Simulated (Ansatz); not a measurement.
Consider the formal hydrolysis of the In–Se bond: `C[Se][In]([F])[F]` + H₂O → `[OH][In]([F])[F]` + `C[SeH]`.

Computed with Ansatz on PBE0-D4/def2-TZVP structures; ΔE is electronic, products minus reactants. CCSD(T)/CBS adds triple-zeta CCSD(T) − MP2 to the extrapolated MP2 energy (def2 sets, frozen cores). This one scheme is used for every species. Functionals use def2-TZVPP. HSE06 is defined as in plane-wave codes. Elements past krypton have def2 core potentials. For In, Se outer-core shells are correlated without core-valence functions, which leaves a few kJ/mol of doubt a bond. Scalar relativity is left out up to krypton. One conformer a species, not always the lowest.

(1) Is it downhill or uphill in electronic energy at CCSD(T)/CBS, and by how much? (An estimate is asked.)

(2) What do these levels give: r2SCAN-D4, HSE06-D4, revPBE, r2SCAN, HF/def2-SVP, HF/CBS(def2)? (Estimate.)

Largest T1 diagnostic among the species: 0.018.

Results:

(1) Ansatz gave: Uphill: ΔE = +99.1 kJ/mol.

(2) Ansatz gave: r2SCAN-D4 96.5, HSE06-D4 103.8, revPBE 91.4, r2SCAN 95.6, HF/def2-SVP 96.0, HF/CBS(def2) 92.2 kJ/mol.

Leaving LDA and LC-ωPBE aside and taking each functional with its dispersion term where it has one, the values, not all of them listed here, spread over 17.0 kJ/mol, from B97M-V to BHLYP-D4. LDA lies +6.0 kJ/mol from PBE without D4. From PBE to PBE0 (25 % exact exchange), in def2-TZVPP and without D4, ΔE moves by +5.6 kJ/mol. At CCSD(T), def2-SVP lies −13.9 kJ/mol from the extrapolated value and def2-TZVPP −6.9 kJ/mol.
